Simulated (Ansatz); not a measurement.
Stretching the Si1–Cl2 bond in SiCl (multiplicity 2 held). Energies count from the point at 2.084 Å.


R- and RO- levels are restricted; in cc, def2 and unpolarised 6-31G sets they are followed outwards from rest. U- levels take the lowest unrestricted solution at each point, which mixes spins at long bonds. Active spaces are followed from rest. Levels need not reach the same state.

Correlated levels freeze the cores.

Codes used: Ansatz (a program for electronic structure) with Gaussian orbitals. 

Energies in kcal/mol.

| R (Å) | U-MP2/cc-pV(D+d)Z | U-SCS-MP2/cc-pV(D+d)Z | RO-CCSD/cc-pV(D+d)Z | U-CCSD/cc-pV(D+d)Z | U-CCSD(T)/cc-pV(D+d)Z | FIC-MRCISD+Q on CASSCF(11,8)/cc-pV(D+d)Z |
|---|---|---|---|---|---|---|
| 1.667 | 66.3 | 67.1 | 67.3 | 67.3 | 67.7 | 68.2 |
| 1.875 | 11.6 | 12.0 | 12.0 | 12.0 | 12.2 | 12.5 |
| 2.084 | 0.0 | 0.0 | 0.0 | 0.0 | 0.0 | 0.0 |
| 2.292 | 6.1 | 5.7 | 5.7 | 5.7 | 5.5 | 5.1 |
| 2.500 | 18.8 | 18.0 | 17.9 | 17.9 | 17.5 | 16.9 |
| 2.813 | 40.5 | 39.1 | 38.9 | 38.8 | 38.0 | 36.9 |
| 3.126 | 65.5 | 64.4 | 57.9 | 57.6 | 57.3 | 54.7 |
| 3.646 | 84.7 | 82.7 | 81.2 | 77.6 | 79.0 | 75.6 |
| 4.167 | 89.3 | 86.9 | 87.0 | 83.5 | 85.7 | 84.6 |
| 4.793 | 90.6 | 88.1 | 86.3 | 85.0 | 87.3 | 87.0 |
| 5.626 | 91.0 | 88.5 | 85.6 | 85.3 | 87.7 | 87.5 |
| 6.668 | 91.1 | 88.6 | 85.4 | 85.4 | 87.8 | 87.6 |
| 8.335 | 91.1 | 88.6 | 85.4 | 85.5 | 87.8 | 87.6 |

Doubts at one or more of the structures used: a spin-contaminated determinant (U-MP2/cc-pV(D+d)Z, U-SCS-MP2/cc-pV(D+d)Z, U-CCSD/cc-pV(D+d)Z, U-CCSD(T)/cc-pV(D+d)Z); T1 above 0.05 (RO-CCSD/cc-pV(D+d)Z, U-CCSD/cc-pV(D+d)Z, U-CCSD(T)/cc-pV(D+d)Z); a restricted determinant that unrestricted orbitals would lower (RO-CCSD/cc-pV(D+d)Z); other coupled-cluster roots lie near (RO-CCSD/cc-pV(D+d)Z, U-CCSD/cc-pV(D+d)Z, U-CCSD(T)/cc-pV(D+d)Z); the program's own flag: other amplitudes (U-CCSD/cc-pV(D+d)Z, U-CCSD(T)/cc-pV(D+d)Z).
